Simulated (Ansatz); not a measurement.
Cartesian coordinates in Å:
```
C -0.5290 1.4151 1.0267
C -0.6842 0.2412 0.0748
B 0.1109 0.2876 -1.3200
N 0.9138 -0.8493 -1.4324
Sn 0.4058 -1.5952 0.4251
H 0.5207 1.6269 1.2485
H -0.9491 2.3241 0.5822
H -1.0391 1.2548 1.9800
H -1.7446 0.0132 -0.0777
H 0.0379 1.1659 -2.1393
H 1.5086 -1.0959 -2.2065
H -0.2973 -3.1574 0.3440
H 1.7457 -1.6309 1.4946
```

The species carries charge 0 and has multiplicity 1. Sn: def2 effective core potential.

(1) List the ωB97M-V/def2-TZVPP orbital energies in eV (Ansatz 0.2.0). (An estimate is asked.)

Answers

(1) The calculation gave: Occupied: -393.95, -281.17, -281.05, -187.11, -142.85, -97.48, -97.40, -97.35, -31.18, -31.02, -31.00, -30.96, -30.94, -25.83, -23.52, -19.80, -16.92, -16.36, -14.47, -14.04, -13.55, -12.85, -11.71, -11.51, -10.52, -10.16, -9.18. Lowest empty: 0.75, 1.73, 2.25, 2.49, 2.67, 2.82, 3.37, 3.63.
